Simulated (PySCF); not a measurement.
Method: r2SCAN-D4/def2-TZVP run with PySCF 2.14.0. Isolated molecules, 0 K electronic values unless said otherwise. 

Reference species (SMILES): `[NH2][Al]([NH2])[NH2]` (neutral, multiplicity 1).

```yaml
HOMO–LUMO gap: 5.67 eV
HOMO: -5.58 eV
```

Changed species: `[AlH3]` (3 of 3 NH2 replaced by H; the reference has 0 of 3 NH2 replaced by H).

Predict the effect on the HOMO–LUMO gap and HOMO.

the HOMO–LUMO gap decreases by 0.18 eV, to 5.49 eV; the HOMO falls by 2.04 eV, to -7.62 eV.
